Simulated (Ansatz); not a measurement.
# BClFH3Si: structure from calculated spectroscopic constants

These gas-phase data were calculated for one isomer of BClFH3Si at PBE0-D3(BJ)/def2-SVP (harmonic, unscaled wavenumbers; equilibrium rotational constants with average atomic masses):

```
rotational constants            : 7.234, 2.495, 1.896 GHz
all wavenumbers above 1500 cm⁻¹ : 2595, 2229, 2226
```

Candidates:

(1) `FB([SiH3])Cl`, a singlet
(2) `FB[SiH2]Cl`, a singlet

Q: Assign the data to one candidate and say why.

A: Candidate (2). The band at 2595 cm⁻¹ lies where the B–H stretch is expected; (1) has no mode between 2350 and 2900 cm⁻¹.

The same quantities for all candidates:

```
     rotational constants (GHz)  wavenumbers above 1500 cm⁻¹  E above the lowest, PBE0-D3(BJ)/def2-SVP (kcal/mol)
(1)         6.108, 2.682, 1.905             2243, 2234, 2228                                                  0.0
(2)         7.234, 2.495, 1.896             2595, 2229, 2226                                                  7.6
```

Harmonic stretches to hydrogen usually lie a few per cent above observed fundamentals. Each candidate is one conformer. Programs: Ansatz 0.2.0.
